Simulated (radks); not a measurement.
The numbers below are computed, except where a source is named.
Ionisation of the phosphorus ion P+, [Ne] 3s2 3p2, to P2+, [Ne] 3s2 3p1, under several functionals. Non-relativistic Kohn-Sham, spin-polarised, spherical densities, point nucleus; open shells are filled with parallel spins first; a radial shooting solver on a logarithmic mesh with Libxc functionals. The NIST Atomic Spectra Database gives 19.769 eV (semi-empirical). Rank these functionals by the error of their Delta-SCF ionisation energy: Wu-Cohen GGA; Tao-Mo meta-GGA; LDA (Slater exchange, VWN5 correlation); XLYP; BP86; revTPSS; exchange-only PBE; B86b exchange with PBE correlation; PBE; MS2 meta-GGA.

Answer. From best to worst: Tao-Mo meta-GGA 19.862 eV (+0.092); Wu-Cohen GGA 19.868 eV (+0.098); XLYP 19.665 eV (-0.104); PBE 19.879 eV (+0.109); LDA (Slater exchange, VWN5 correlation) 19.879 eV (+0.110); B86b exchange with PBE correlation 19.904 eV (+0.135); BP86 19.929 eV (+0.159); revTPSS 19.937 eV (+0.167); MS2 meta-GGA 20.009 eV (+0.239); exchange-only PBE 19.114 eV (-0.655). Open shells are spherical and high-spin; term and fine-structure splittings are not resolved.
